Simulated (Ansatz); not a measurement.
Cost and result for the atomization energy of C3H7NSi, SMILES `[SiH3]N=C1CC1` (12 atoms, 12 bonds).

```xyz
12

Si   -1.685   -0.374   -1.370
N    -0.363   -1.038   -0.451
C     0.403   -0.351    0.256
C     1.553   -0.360    1.148
C     0.816    0.951    0.789
H    -2.936   -1.027   -0.907
H    -1.462   -0.709   -2.799
H    -1.825    1.105   -1.231
H     1.428   -0.749    2.153
H     2.539   -0.515    0.723
H     1.321    1.650    0.131
H     0.210    1.417    1.560
```

The species carries charge 0 and has multiplicity 1. The structure was optimised at the PBE0-D4/def2-TZVP level. Program: Ansatz. All runs use 4 threads of an Arm Neoverse V1 on a shared host. Times are those of one run each, without the atoms' runs, and a repeat can differ threefold. Electronic energies, without spin–orbit coupling; frozen cores. CCSD(T)/CBS adds CCSD(T) − MP2 in def2-TZVPP to the MP2 limit, and its time is that of the two runs behind it. T1 = 0.012. B3LYP takes the VWN-RPA correlation (the form of Gaussian; ORCA's B3LYP/G).

CCSD(T)/CBS is a level of theory with its own doubt, some kJ/mol a heavy atom from the limit and from the frozen cores, so smaller differences don't rank the functionals.

```
                             level  functions  wall time
   PBE-D4/def2-TZVPP (with forces)        264      2.7 s
                PBE0-D4/def2-TZVPP        264      2.9 s
 B3LYP-D4/def2-TZVPP (with forces)        264      4.8 s
r2SCAN-D4/def2-TZVPP (with forces)        264      5.5 s
                 B2PLYP/def2-TZVPP        264        6 s
                ωB97X-V/def2-TZVPP        264      8.5 s
  ωB97M-V/def2-TZVPP (with forces)        264       12 s
                    MP2/def2-QZVPP        508       26 s
                CCSD(T)/def2-TZVPP        264    2.8 min
                 CCSD(T)/CBS(def2)          –    3.2 min
```

Q: What atomization energy does each give, and how far from CCSD(T)/CBS? (Best estimate.)

A: Computed: 
```json
{"level": "PBE-D4/def2-TZVPP (with forces)", "atomization (kcal/mol)": "1118.3", "difference from CCSD(T)/CBS": "30.8", "per bond": "2.6"}
{"level": "PBE0-D4/def2-TZVPP", "atomization (kcal/mol)": "1098.2", "difference from CCSD(T)/CBS": "10.7", "per bond": "0.9"}
{"level": "B3LYP-D4/def2-TZVPP (with forces)", "atomization (kcal/mol)": "1094.5", "difference from CCSD(T)/CBS": "7.0", "per bond": "0.6"}
{"level": "r2SCAN-D4/def2-TZVPP (with forces)", "atomization (kcal/mol)": "1093.3", "difference from CCSD(T)/CBS": "5.8", "per bond": "0.5"}
{"level": "B2PLYP/def2-TZVPP", "atomization (kcal/mol)": "1080.9", "difference from CCSD(T)/CBS": "-6.6", "per bond": "-0.5"}
{"level": "ωB97X-V/def2-TZVPP", "atomization (kcal/mol)": "1096.7", "difference from CCSD(T)/CBS": "9.2", "per bond": "0.8"}
{"level": "ωB97M-V/def2-TZVPP (with forces)", "atomization (kcal/mol)": "1095.1", "difference from CCSD(T)/CBS": "7.6", "per bond": "0.6"}
{"level": "MP2/def2-QZVPP", "atomization (kcal/mol)": "1091.7", "difference from CCSD(T)/CBS": "4.2", "per bond": "0.4"}
{"level": "CCSD(T)/def2-TZVPP", "atomization (kcal/mol)": "1059.1", "difference from CCSD(T)/CBS": "-28.4", "per bond": "-2.4"}
{"level": "CCSD(T)/CBS(def2)", "atomization (kcal/mol)": "1087.5", "difference from CCSD(T)/CBS": "0.0", "per bond": "0.0"}
```

From PBE to PBE0 (25 % exact exchange), in def2-TZVPP and without D4, the atomization energy moves by −19.3 kcal/mol: exact exchange takes away binding that semilocal exchange gives to molecules. The D4 term adds +9.0 kcal/mol with B3LYP and +4.7 kcal/mol with PBE0; it sums over pairs of atoms, weighted by their polarisabilities, and B3LYP, whose exchange is more repulsive, gets the larger term. In def2-TZVPP, CCSD(T) changes the Hartree–Fock value by +273.7 kcal/mol (the triples alone add +17.2 kcal/mol) and MP2 by +289.5 kcal/mol; breaking electron pairs costs correlation energy, which Hartree–Fock lacks.
